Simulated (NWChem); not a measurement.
Species: CH6O3Si; SMILES OC[SiH](O)O

```xyz
11

O     -0.0018    -1.8712     0.4868
C     -0.7552    -1.1043    -0.4385
Si     0.0485     0.6086    -0.4118
O      1.5887     0.3573     0.1456
O     -0.8884     1.5399     0.5982
H     -0.3698    -2.7585     0.5417
H     -1.8212    -1.0266    -0.1517
H     -0.7193    -1.5323    -1.4603
H      0.1477     1.2637    -1.7455
H      1.6189    -0.4912     0.6132
H     -0.5924     2.4415     0.7543
```
Atoms are numbered in this order, from 1.

All runs: NWChem. Medium grid unless said otherwise, to which SCAN and Minnesota functionals are sensitive. Coordinates come from a PBE0/def2-SVP optimisation.

Problem. Order these by “dipole (D)”, lowest first: MPW1K/def2-SVP; CAM-B3LYP/def2-SVP; revPBE/def2-SVP; MN15-L/def2-SVP.

Solution. revPBE/def2-SVP (1.70), MN15-L/def2-SVP (1.75), CAM-B3LYP/def2-SVP (1.82), MPW1K/def2-SVP (1.89)
